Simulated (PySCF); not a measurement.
A side-by-side comparison of computed properties.

First species: C8H13P.
SMILES: `CC1=CPC=C1C(C)C`

Second species: C8H13P.
Z-matrix (Å and degrees, GFN2-xTB geometry), rows numbered from 1:
```
C 
C   1  1.3081
P   1  1.8349  2   69.18
C   3  1.8975  1  100.60  2    94.27
C   4  1.5275  3  110.48  1    69.83
C   5  1.5262  4  110.67  3   178.28
C   6  1.5258  5  110.50  4   -57.62
C   7  1.5258  6  110.46  5    57.34
C   8  1.5260  7  110.46  6   -57.26
H   1  1.0676  2  144.51  3  -177.59
H   2  1.0677  1  144.81  3   178.35
H   4  1.0983  3  108.29  1   -49.73
H   5  1.0938  4  109.13  3    57.72
H   5  1.0939  4  109.76  3   -60.19
H   6  1.0924  5  109.84  4  -179.10
H   6  1.0930  5  109.29  4    62.74
H   7  1.0924  6  109.30  5   -62.94
H   7  1.0922  6  109.97  5   178.91
H   8  1.0922  7  109.95  6  -178.66
H   8  1.0929  7  109.36  6    63.10
H   9  1.0935  4  109.79  3    59.17
H   9  1.0937  4  108.96  3   -58.47
```

Levels: PBE0/pcSseg-1 for HOMO energy, LUMO energy and HOMO–LUMO gap. Geometries: GFN2-xTB. Each species is one conformer at its optimised geometry, gas phase, non-relativistic unless stated; the electronic structure was computed with PySCF and density fitting.

The conformers computed, where there is a choice (atom-mapped SMILES and torsion angles):
- `[CH3:1][c:2]1[cH:3][pH:4][cH:5][c:6]1[CH:7]([CH3:8])[CH3:9]`: C5–C6–C7–C8 -87°

The conformers of `C1=CP1C1CCCCC1` aren't listed.

Values for the first species:

```
HOMO energy   : -6.46 eV
LUMO energy   : -0.87 eV
HOMO–LUMO gap : 5.59 eV
```

Task: Estimate the same properties for the second species, and the change in each.

Result: 
```json
{"property": "HOMO energy", "first": "-6.46 eV", "second": "-6.39 eV", "second less first": "+0.07 eV"}
{"property": "LUMO energy", "first": "-0.87 eV", "second": "-0.26 eV", "second less first": "+0.61 eV"}
{"property": "HOMO–LUMO gap", "first": "5.59 eV", "second": "6.13 eV", "second less first": "+0.54 eV"}
```

